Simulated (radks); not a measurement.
The numbers below are computed, except where a source is named.
Question: These are the eigenvalues of the occupied orbitals of an atom or ion with whole-number occupations (eV). Level of theory: scalar-relativistic Kohn-Sham, r2SCAN, spin-unpolarised, spherical densities, finite nucleus; meta-GGA in the generalised Kohn-Sham scheme; Fermi nuclear charge, rms radius of each element as measured or else 0.836 A^(1/3) + 0.57 fm (a radial shooting solver on a logarithmic mesh with Libxc functionals).

| orbital | eigenvalue |
|---|---|
| 1s | -35859.20 |
| 2s | -5643.016 |
| 2p | -5058.917 |
| 3s | -1180.298 |
| 3p | -991.1626 |
| 3d | -713.9109 |
| 4s | -225.5129 |
| 4p | -164.7107 |
| 4d | -75.9062 |
| 5s | -27.7561 |
| 5p | -14.1646 |
| 6s | -2.0467 |

Which element is it, and in what charge state? The configuration may be excited.

Answer: Z = 55, caesium, charge 0: Cs in [Xe] 6s1. The list shows which subshells hold electrons but not how many an open one holds; the 1s level, -1317.8 hartree, gives Z - s = 51.3 by -(Z - s)^2/2, which with screening and relativity narrows Z to a few neighbours, and the depths of the outer levels then fix element, charge and occupations together.
